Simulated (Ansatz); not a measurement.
Reaction (substitution at a C–Si bond): `C[SiH2]Br` + `[OH][Mg][SH]` → `C[S][Mg][OH]` + `[SiH3]Br`

Gas-phase electronic energies from Ansatz, PBE0-D4/def2-TZVP geometries. CBS: MP2 limit from def2 TZ/QZ plus the TZ coupled-cluster correction, frozen cores. Functionals use def2-TZVPP. B3LYP here is the variant with VWN-RPA as its local correlation; programs differ in this. HSE06 is defined as in plane-wave codes. For Br, Mg outer-core shells are correlated without core-valence functions, which leaves a few kJ/mol of doubt a bond. Scalar relativity is left out up to krypton. Each species was taken in one conformer, which may not be the lowest.

```tsv
level	ΔE (kJ/mol)	difference from CCSD(T)/CBS
LDA (SPW92)	85.9	2.5
revPBE-D4	77.7	-5.7
PBE0-D4	82.9	-0.5
ωB97X-V	82.0	-1.4
revPBE	77.2	-6.2
B3LYP	79.2	-4.2
r2SCANh	86.4	3.0
HSE06	82.0	-1.4
CAM-B3LYP	82.5	-0.9
RPA@PBE/def2-TZVPP	77.6	-5.8
SCS-MP2/def2-TZVPP	81.0	-2.4
HF/def2-QZVPP	79.9	-3.5
MP2/def2-QZVPP	85.2	1.8
SCS-MP2/def2-QZVPP	80.9	-2.5
MP2/CBS(def2)	85.0	1.6
CCSD/CBS(def2)	83.9	0.5
CCSD(T)/CBS	83.4	0
```

Largest T1 diagnostic among the species: 0.010.

In def2-TZVPP, CCSD(T) changes the Hartree–Fock value by +4.1 kJ/mol (the triples alone add −0.6 kJ/mol) and MP2 by +5.7 kJ/mol. Leaving LDA and LC-ωPBE aside and taking each functional with its dispersion term where it has one, the values, not all of them listed here, spread over 11.0 kJ/mol, from BLYP-D4 to B97M-V. LDA lies +6.5 kJ/mol from PBE without D4.
